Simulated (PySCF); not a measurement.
Geometry:
```csv
atom,x (Å),y (Å),z (Å)
C1,-2.944,0.200,0.901
C2,-1.816,-0.819,0.924
C3,-0.548,-0.317,0.247
C4,0.662,-1.238,0.370
C5,0.460,-2.588,-0.291
O6,1.798,-0.651,-0.230
Ge7,2.689,0.678,0.556
H8,-2.656,1.128,1.420
H9,-3.212,0.472,-0.133
H10,-3.852,-0.188,1.388
H11,-1.586,-1.094,1.969
H12,-2.154,-1.749,0.437
H13,-0.280,0.665,0.680
H14,-0.731,-0.133,-0.826
H15,0.853,-1.406,1.453
H16,1.388,-3.174,-0.228
H17,-0.347,-3.160,0.190
H18,0.213,-2.455,-1.355
H19,2.732,0.399,2.074
H20,4.087,0.641,-0.076
H21,2.008,2.035,0.287
```

Geometry: PBE0-D3(BJ)/def2-SVP; GIAO absolute shieldings from PySCF 2.14.0 with density-fitted response routines, gas phase, non-relativistic, averaged over equivalent atoms.

At HF/pcSseg-1 (213 basis functions, 19 s wall time on 1 thread of an x86-64 server CPU, shared host):
| atoms | σ (ppm) |
| --- | --- |
| C4 | 124.2 |
| C3 | 151.4 |
| C5 | 166.9 |
| C2 | 171.3 |
| C1 | 174.5 |
| O6 | 322.7 |
| Ge7 | 1589.0 |
| H19/H20/H21 | 27.19 |
| H15 | 28.92 |
| H16/H17/H18 | 30.52 |
| H13 | 30.62 |
| H8/H9/H10 | 30.65 |
| H14 | 30.68 |
| H12 | 30.73 |
| H11 | 30.98 |

Q: Predict the values at PBE0/pcSseg-1 on the same geometry.

A: 
```csv
atoms,σ at PBE0/pcSseg-1,change
C4,107.4,-16.8
C3,140.4,-11.0
C5,160.0,-6.9
C2,161.8,-9.5
C1,167.8,-6.7
O6,284.1,-38.6
Ge7,1411.3,-177.7
H19/H20/H21,26.29,-0.90
H15,27.96,-0.96
H16/H17/H18,30.12,-0.40
H13,29.91,-0.71
H8/H9/H10,30.26,-0.39
H14,30.22,-0.46
H12,30.18,-0.55
H11,30.36,-0.62
```

The largest change is at Ge7 (germanium bonded to O, 3 H). Cost: 213 basis functions, 42 s wall time on 1 thread of an x86-64 server CPU, shared host. The order of the carbon signals is the same at both levels.

Relativistic effects, spin–orbit coupling among them, are left out; they matter for Ge and for the light atoms bonded to it.
